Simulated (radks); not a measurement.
Coulomb parameter of the 3d shell of the nickel ion Ni+ in the model configuration [Ar] 3d8 4p1, as a second difference U = [E(n + 0.5) + E(n - 0.5) - 2 E(n)] / (0.5)^2 with all orbitals relaxed. "Bare": the charge of the atom changes with n. "Screened": the 4p shell takes up the change at fixed total charge, which measures U(3d,3d) + U(4p,4p) - 2 U(3d,4p). All-electron calculation, Dirac Kohn-Sham, PBEsol, spin-unpolarised, spherical densities, point nucleus; open shells are shared between the two j in proportion to 2j + 1. Program: a radial shooting solver on a logarithmic mesh with Libxc functionals.

case	configuration	E - E(n) (eV)
start	[Ar] 3d8 4p1	0.000
bare +0.5	[Ar] 3d8.5 4p1	-7.966
bare -0.5	[Ar] 3d7.5 4p1	11.737
screened +0.5	[Ar] 3d8.5 4p0.5	-4.960
screened -0.5	[Ar] 3d7.5 4p1.5	6.242

U(bare) = 15.086 eV, U(screened by 4p) = 5.125 eV.
